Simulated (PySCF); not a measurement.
SiClBr, SMILES Cl[Si]Br (connectivity only; charge and spin as stated), neutral, multiplicity 1. The structure is a stationary point at PBE0-D3(BJ)/def2-TZVP.

Calculation: PBE0-D3(BJ)/def2-TZVP in PySCF 2.14.0.

Harmonic wavenumbers (cm⁻¹): 161, 409, 517. Rotational constants (GHz): 12.68, 1.733, 1.525; symmetry number 1.

Question: Work out the zero-point energy and the ideal-gas rigid-rotor harmonic-oscillator thermochemistry at 298.15 K and 1 atm.

Answer: ZPE = ½ Σ hcν = ½ × 1087 cm⁻¹ = 6.50 kJ/mol. H − E(el) = 19.40 kJ/mol. Entropy in J/(mol K): translation 170.68, rotation 111.56, vibration 17.10, total 299.34. G − E(el) = -69.85 kJ/mol. Cp = 52.31 J/(mol K).
